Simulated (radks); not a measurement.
The numbers below are computed, except where a source is named.
Hg4+, 76 electrons, occupied as [Xe] 4f14 5d8. Code: a radial shooting solver on a logarithmic mesh with Libxc functionals. Model: Dirac Kohn-Sham, LDA (Slater exchange, Perdew-Wang correlation), spin-unpolarised, spherical densities, point nucleus; open shells fill j = l - 1/2 first.

Spin-orbit splittings of the eigenvalues, e(l+1/2) - e(l-1/2), with zeta = 2 splitting/(2l+1) and mean radii in bohr:

[
 {"shell": "2p", "occ.": "6", "splitting (eV)": "1946", "zeta (eV)": "1297", "<r> j=l-1/2": "0.05694", "<r> j=l+1/2": "0.06561"},
 {"shell": "3p", "occ.": "6", "splitting (eV)": "431.0", "zeta (eV)": "287.3", "<r> j=l-1/2": "0.1705", "<r> j=l+1/2": "0.1864"},
 {"shell": "3d", "occ.": "10", "splitting (eV)": "92.40", "zeta (eV)": "36.96", "<r> j=l-1/2": "0.1622", "<r> j=l+1/2": "0.1670"},
 {"shell": "4p", "occ.": "6", "splitting (eV)": "104.3", "zeta (eV)": "69.56", "<r> j=l-1/2": "0.4012", "<r> j=l+1/2": "0.4357"},
 {"shell": "4d", "occ.": "10", "splitting (eV)": "19.45", "zeta (eV)": "7.781", "<r> j=l-1/2": "0.4426", "<r> j=l+1/2": "0.4538"},
 {"shell": "4f", "occ.": "14", "splitting (eV)": "4.203", "zeta (eV)": "1.201", "<r> j=l-1/2": "0.4787", "<r> j=l+1/2": "0.4854"},
 {"shell": "5p", "occ.": "6", "splitting (eV)": "18.89", "zeta (eV)": "12.59", "<r> j=l-1/2": "0.9622", "<r> j=l+1/2": "1.053"},
 {"shell": "5d", "occ.": "8", "splitting (eV)": "2.235", "zeta (eV)": "0.8938", "<r> j=l-1/2": "1.319", "<r> j=l+1/2": "1.358"},
 {"shell": "5f", "occ.": "0", "splitting (eV)": "0.06691", "zeta (eV)": "0.01912", "<r> j=l-1/2": "2.932", "<r> j=l+1/2": "2.951"},
 {"shell": "6p", "occ.": "0", "splitting (eV)": "3.011", "zeta (eV)": "2.007", "<r> j=l-1/2": "2.369", "<r> j=l+1/2": "2.549"},
 {"shell": "6d", "occ.": "0", "splitting (eV)": "0.3862", "zeta (eV)": "0.1545", "<r> j=l-1/2": "3.380", "<r> j=l+1/2": "3.442"}
]
